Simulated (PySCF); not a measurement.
GeH4MgSe, SMILES [GeH3][Mg][SeH]. Heavy atoms are numbered as in [Mg:1]([SeH:2])[GeH3:4]. Hydrogens are named by the atom that carries them.

Geometry optimised at PBE-D3(BJ)/def2-SVP. The structure was generated by enumeration; whether it is a known compound was not checked. The values are those of a single conformer.

Method: PBE/pcSseg-1 in PySCF.

GIAO shieldings, no solvent; atoms alike by connectivity are averaged. δ = σ(ref) − σ: ⁷⁷Se against Me2Se (σ = 1634.8 ppm); ¹H against TMS (σ = 31.49 ppm); ⁷³Ge against GeH4 (σ = 1614.4 ppm), references at their B3LYP-D3(BJ)/def2-TZVP geometries, non-relativistic.

```csv
nucleus,atoms,count,δ (ppm)
⁷⁷Se,Se2 (SeH),1,-610.0
¹H,H on Ge4,3,3.53
¹H,H on Se2,1,-0.59
⁷³Ge,Ge4 (GeH3),1,-122.2
```
